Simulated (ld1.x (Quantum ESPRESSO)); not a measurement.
## Reading a pseudo-wave (Ti)

Columns: radius, all-electron u(r) and pseudo u(r) of the 3p shell (level -38.86 eV) of titanium in the configuration [Ne] 3s2 3p6 3d2 4s2 4p0; PBE, scalar-relativistic, PAW scheme, ld1.x (Quantum ESPRESSO) 7.5.

```tsv
r (bohr)	all-electron	pseudo
0.173	0.5283	-0.0676
0.345	0.0917	-0.2477
0.518	-0.5261	-0.4861
0.690	-0.9010	-0.7100
0.862	-1.0300	-0.8614
1.035	-0.9996	-0.9105
1.208	-0.8898	-0.8619
1.380	-0.7538	-0.7507
1.553	-0.6178	-0.6181
1.725	-0.4963	-0.4963
1.898	-0.3924	-0.3924
2.070	-0.3075	-0.3075
2.242	-0.2392	-0.2392
2.415	-0.1848	-0.1848
2.588	-0.1422	-0.1422
2.760	-0.1093	-0.1093
2.932	-0.0837	-0.0837
3.105	-0.0639	-0.0639
3.278	-0.0487	-0.0487
3.450	-0.0371	-0.0371
3.623	-0.0281	-0.0281
3.795	-0.0213	-0.0213
3.968	-0.0162	-0.0162
4.140	-0.0122	-0.0122
4.312	-0.0092	-0.0092
4.485	-0.0070	-0.0070
```

**Question.** How many radial nodes do the two functions have?

**Answer.** The all-electron 3p function has n − l − 1 = 1; the pseudo-wave has 0, since the states of the same l below it are removed with the core.

**Question.** At about which radius was the pseudo-wave matched?

**Answer.** 1.70 bohr, where the columns begin to agree (steps of 0.17 bohr).

**Question.** Where does each function peak?

**Answer.** Outermost all-electron maximum near 0.86 bohr, pseudo maximum near 1.03 bohr (to the table’s step).

**Question.** Is the pseudo-wave norm-conserving?

**Answer.** No, it belongs to a PAW set: the norm inside the radius is not constrained, and the difference is carried by the augmentation charge.
